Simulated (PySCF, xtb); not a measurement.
HO₂, SMILES O[O] (connectivity only; charge and spin as stated), charge -1, multiplicity 1.

The structure is a stationary point at r2SCAN-D4/def2-TZVPD. The spin state was assumed, not searched. The isomer is the one that the SMILES or the coordinates give; other isomers of the formula were not compared.

The numbers are results of PySCF with C-PCM-ωB97X/def2-TZVPD, not measurements.

The values are the electrostatic part of the solvation free energy, E(continuum) − E(gas) at the gas-phase geometry, in a cavity of scaled van der Waals radii (PySCF's table); cavitation and dispersion terms are not included. In vacuum the orbital gap is 7.79 eV.

```tsv
solvent	ε	ΔG(elec) (kcal/mol)	gap (eV)
water	78.36	-79.3	10.08
acetonitrile	35.69	-78.0	10.05
dimethylsulfoxide	46.83	___	___
```

### Question
What belongs in the gaps? (An estimate is asked for; the answer gives what the named calculation found.)

### Answer

- dimethylsulfoxide, ΔG(elec) (kcal/mol): -78.6
- dimethylsulfoxide, gap (eV): 10.07

For comparison, GFN2-xTB/ALPB(water) (xtb, at the GFN2-xTB geometry, all terms of that model) gives -88.0 kcal/mol.
